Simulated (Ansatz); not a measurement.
```yaml
crystal:
  periodic: [false, false, false]
  atoms:
    - {symbol: C, position_ang: [-0.055990, 1.656256, -0.676328]}
    - {symbol: O, position_ang: [0.799063, 0.352243, -0.779459]}
    - {symbol: Sn, position_ang: [0.618500, -1.007616, 0.540647]}
    - {symbol: O, position_ang: [-1.112366, -1.998544, 0.011722]}
    - {symbol: O, position_ang: [0.243066, -0.336008, 2.230757]}
    - {symbol: H, position_ang: [-0.893652, 1.347849, -1.118952]}
    - {symbol: H, position_ang: [0.074031, 2.080012, 0.223032]}
    - {symbol: H, position_ang: [0.255916, 2.294048, -1.443237]}
    - {symbol: H, position_ang: [1.960295, -2.022111, 0.118227]}
    - {symbol: H, position_ang: [-1.361532, -1.892233, -1.214381]}
    - {symbol: H, position_ang: [-0.702237, -0.419700, 2.332380]}
basis:
  gaussian: {orbitals: def2-TZVPP}
hamiltonian: {xc: {name: TPSS}, dispersion: d3bj}
```

```sh
$ ansatz run in.yaml --threads 4 --pin off --events-out ev --progress --plain --max-ram 10444MiB
```

Question: How does Ansatz answer? (Estimate.)

Answer: Ansatz gave: The input was rejected before any iteration.
```
Error: YAML parse error: error: line 17 column 19: hamiltonian.xc: no functional is named "TPSS"; the names, which are not case-sensitive, are SVWN5, SPW92, PBE, PBE0, PBEsol, revPBE, revPBE0, RPBE, rPW86-PBE, HSE06, wPBEh, LC-wPBE, HISS, HF, BLYP, B3LYP, B3LYP5, BHLYP, CAM-B3LYP, r2SCAN, r2SCANh, r2SCAN0, r2SCAN50, m-r2SCAN, B97, wB97, wB97X, wB97X-V, B97M-V, wB97M-V, B2PLYP, B2GP-PLYP, PBE0-DH, PBE-QIDH
15 | basis:
16 |   gaussian: {orbitals: def2-TZVPP}
17 | hamiltonian: {xc: {name: TPSS}, dispersion: d3bj}
```

HSE06 is defined as in plane-wave codes.
